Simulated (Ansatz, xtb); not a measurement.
## Two isomers of FH6OSn2+

We compare I, `[OH2+][Sn@H]([F])[SnH3]`, a singlet, with II, `[F][SnH2][OH+][SnH3]`, a singlet. Both are isolated ions in the gas phase, relaxed with r2SCAN-D4/def2-SVP; the shapes shown needn't be the lowest conformers.

I (Å):

```yaml
atoms:
  - { symbol: F, position_ang: [-1.7670, 0.1792, 1.5742] }
  - { symbol: O, position_ang: [0.2675, 1.1126, 0.0658] }
  - { symbol: Sn, position_ang: [-1.9024, 0.6360, -0.3057] }
  - { symbol: Sn, position_ang: [-1.8301, -1.7158, -1.9057] }
  - { symbol: H, position_ang: [0.7555, 1.9163, -0.1822] }
  - { symbol: H, position_ang: [0.4237, 0.9506, 1.0168] }
  - { symbol: H, position_ang: [-2.4619, 2.2567, -0.3151] }
  - { symbol: H, position_ang: [-3.4719, -2.1208, -2.0318] }
  - { symbol: H, position_ang: [-1.0997, -1.1701, -3.3375] }
  - { symbol: H, position_ang: [-0.8805, -2.7246, -0.9276] }
```

II (Å):

```yaml
atoms:
  - { symbol: F, position_ang: [-0.4408, 2.6141, 0.7708] }
  - { symbol: O, position_ang: [-0.0094, -0.0364, 0.0030] }
  - { symbol: Sn, position_ang: [1.0894, 1.4712, 0.9878] }
  - { symbol: Sn, position_ang: [0.2016, -2.0687, -0.6245] }
  - { symbol: H, position_ang: [2.3047, 1.8897, -0.1095] }
  - { symbol: H, position_ang: [1.2059, 0.9296, 2.5844] }
  - { symbol: H, position_ang: [-0.8717, 0.3719, -0.2052] }
  - { symbol: H, position_ang: [-0.0119, -1.9001, -2.2963] }
  - { symbol: H, position_ang: [1.7891, -2.2632, -0.0587] }
  - { symbol: H, position_ang: [-1.0363, -2.7997, 0.2712] }
```

Question: Estimate which is lower in electronic energy at CCSD(T)/def2-SVP + ΔMP2/def2-TZVPP, and by roughly how much.

Answer: The CCSD(T)/def2-SVP + ΔMP2/def2-TZVPP calculation puts structure I lower, by 0.274 eV.

How the difference moves with the method:

| level | geometry | E(II) − E(I) (eV) | departure from the last row (eV) | job, with rough time for the two |
| --- | --- | --- | --- | --- |
| GFN2-xTB | GFN2-xTB | +1.251 | +0.977 | optimisation, 0.48 s |
| HF/STO-3G | GFN2-xTB | −1.239 | −1.513 | single point, 3 s |
| r2SCAN-D4/def2-SVP//GFN2-xTB | GFN2-xTB | +0.198 | −0.076 | single point, 4 s |
| r2SCAN-D4/def2-SVP | r2SCAN-D4/def2-SVP | +0.362 | +0.089 | optimisation, 2.1 min |
| HF/def2-SVP | r2SCAN-D4/def2-SVP | +0.123 | −0.151 | part of the CCSD(T) run |
| MP2/def2-SVP | r2SCAN-D4/def2-SVP | +0.101 | −0.172 | part of the CCSD(T) run |
| CCSD(T)/def2-SVP | r2SCAN-D4/def2-SVP | +0.151 | −0.123 | single point |
| CCSD(T)/def2-SVP + ΔMP2/def2-TZVPP | r2SCAN-D4/def2-SVP | +0.274 |  | single point, 62 s |

As drawn, II has 1 O–Sn, 1 Sn–H in place of 1 Sn–Sn, 1 O–H.

HF/STO-3G puts the two in the other order. The largest departure from CCSD(T)/def2-SVP + ΔMP2/def2-TZVPP is that of HF/STO-3G, 1.513 eV. The last row adds to CCSD(T) the change of the MP2 difference between the two basis sets, here +0.123 eV.

With harmonic frequencies from r2SCAN-D4/def2-SVP (ideal gas, rigid rotor, one conformer each, 298.15 K, 1 atm): on the last row, ΔE + ΔZPE = +0.189 eV. A mode under 50 cm⁻¹ makes harmonic enthalpies and free energies unreliable, so none is given.

The correlated steps freeze 10 core orbitals; the filled d shell of Sn is correlated, in a basis made for valence electrons. Atoms past krypton carry core potentials in the def2 sets, other sets are all-electron and non-relativistic, and no spin–orbit term is included. Run with Ansatz 0.2.0, xtb 6.7.1; the last row on 2 threads of Intel(R) Xeon(R) Platinum 8259CL CPU @ 2.50GHz (Skylake/Cascade Lake) on a shared host.
